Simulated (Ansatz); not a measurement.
System: sum formula SiClF₂ (charge -1, singlet). 
Geometry from a B3LYP-D3(BJ)/def2-TZVP (Ansatz, a quantum-chemistry and plane-wave program) optimisation:
```xyz
4

Si    -0.3994     0.2075     0.7003
F     -1.5851    -0.5737    -0.1730
F     -0.4185     1.6340    -0.1619
Cl     1.3897    -0.7323    -0.3994
```
Charge -1, spin multiplicity 1.

Basis-set convergence of Hartree-Fock and CCSD correlation energies (hartree) with Ansatz. Correlated levels leave the core frozen unless marked. No spin-orbit coupling. No relativistic terms. This anion needs diffuse functions, which these sets lack.

| basis | functions | E(HF) | E(corr, CCSD) |
|---|---|---|---|
| cc-pV(D+d)Z | 74 | -947.51346 | -0.62265 |
| cc-pV(T+d)Z | 138 | ___ | ___ |

### Question
What belongs in the gaps?

### Answer

- cc-pV(T+d)Z, E(HF): -947.62235
- cc-pV(T+d)Z, E(corr, CCSD): -0.83191
